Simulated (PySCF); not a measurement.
C2H3O2, SMILES O=C([CH2])O, multiplicity 2.

Geometry optimised at ωB97X-D3(BJ)/def2-SVP. The isomer is the one that the SMILES or the coordinates give; other isomers of the formula were not compared. The values are those of a single conformer.

Two levels are set side by side: PBE/def2-TZVPD (PySCF) and CAM-B3LYP/def2-TZVPD (PySCF). Same geometry, gas phase. Differences are taken from unrounded values.

| quantity | CAM-B3LYP |
|---|---|
| α-spin orbital gap (eV) | 9.76 |
| β-spin orbital gap (eV) | 7.47 |
| dipole moment (D) | 1.85 |
| mean polarisability (bohr³) | 33.9 |

What does PBE give, and how far is it from CAM-B3LYP? (The exact figures need the calculation; the answer reports its results.)


| quantity | PBE | PBE minus CAM-B3LYP |
|---|---|---|
| α-spin orbital gap (eV) | 5.88 | -3.88 |
| β-spin orbital gap (eV) | 2.03 | -5.44 |
| dipole moment (D) | 1.74 | -0.11 |
| mean polarisability (bohr³) | 36.0 | 2.0 |

PBE's more diffuse valence density responds more strongly to a field. Differences between two approximate levels are no errors against the true value.

Rough cost on one machine, each run with all the roots and properties that it gave: CAM-B3LYP against PBE within a factor of 2.
